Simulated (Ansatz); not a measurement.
System: BHF, charge 1, singlet. BHF+ (parent SMILES [BH]F, singlet).
B3LYP-D3(BJ)/def2-TZVP minimum from Ansatz (an electronic-structure program):
```xyz
3

B      0.0000     0.0000    -0.6502
F      0.0000     0.0000     0.5641
H      0.0000     0.0000    -1.8264
```
Charge +1, spin multiplicity 1.

Total energies in cc-pVTZ, 10 correlated electrons, 2 frozen orbitals. Open shells are spin-unrestricted; no spin-orbit coupling. Cores are frozen in correlated methods. No relativity. The spin of HBF+ (parent SMILES [BH]F, singlet) was assumed, and the state is the lowest solution found for it.

```
method    program  energy (Eh)  minus CCSDT(Q) (mEh)
--------  -------  -----------  --------------------
HF         Ansatz   -124.45681                338.22
MP2        Ansatz   -124.77707                 17.97
CCSD       Ansatz   -124.78438                 10.65
CCSD(T)    Ansatz   -124.79446                  0.58
CCSDT(Q)   Ansatz   -124.79503                  0.00
```

Rough core times of Ansatz's runs on a shared machine: CCSD(T) under 20 s, CCSDT(Q) 30 s.
